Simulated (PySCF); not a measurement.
cis-Zr(PH3)2F4 (singlet state).
Bonds: Zr1–P2, Zr1–F6, Zr1–P7, Zr1–F11, Zr1–F12, Zr1–F13. Hydrogens: H3, H4, H5 on P2; H8, H9, H10 on P7.

Computed with PBE0-D3(BJ)/def2-SVP geometry optimisation, gas phase, def2 core potentials past Kr in PySCF.

**Question.** What internal coordinates does the optimisation give?

**Answer.** 
```json
{"bond": "Zr1–P2", "length (Å)": "2.997"}
{"bond": "Zr1–F6, Zr1–F11", "length (Å)": "1.912"}
{"bond": "Zr1–P7", "length (Å)": "3.017"}
{"bond": "Zr1–F12, Zr1–F13", "length (Å)": "1.931"}
{"bond": "P2–H3 and 5 like bonds", "length (Å)": "1.420"}
```

Bonds in one row agree within 0.01 Å and their mean is given. A selection of angles:
```json
{"angle": "P2–Zr1–F6", "degrees": "178.2"}
{"angle": "P2–Zr1–P7", "degrees": "103.8"}
{"angle": "P2–Zr1–F11", "degrees": "78.3"}
{"angle": "P2–Zr1–F12", "degrees": "74.6"}
{"angle": "F6–Zr1–F11", "degrees": "100.0"}
{"angle": "F6–Zr1–F12", "degrees": "105.4"}
{"angle": "F12–Zr1–F13", "degrees": "131.5"}
{"angle": "Zr1–P2–H3", "degrees": "121.4"}
{"angle": "Zr1–P2–H4", "degrees": "120.1"}
{"angle": "Zr1–P2–H5", "degrees": "118.1"}
{"angle": "H3–P2–H4", "degrees": "97.3"}
```

Zr1 (zirconium bonded to 4 F and 2 P) has the three widest angles are 178.2°, 177.9° and 131.5°, the others run from 74.6° to 105.5°. P2 (phosphorus bonded to Zr and 3 H) is distorted tetrahedral (angles from 97.1° to 121.4°). The P–Zr distances run from 2.997 Å (Zr1–P2) to 3.017 Å (Zr1–P7), a spread of 0.020 Å.

Point group: near Cs, missed by 0.23 Å at most; the miss may be what the optimiser left on a soft mode. PBE0-D3(BJ)/def2-SVP frequencies: not computed here.
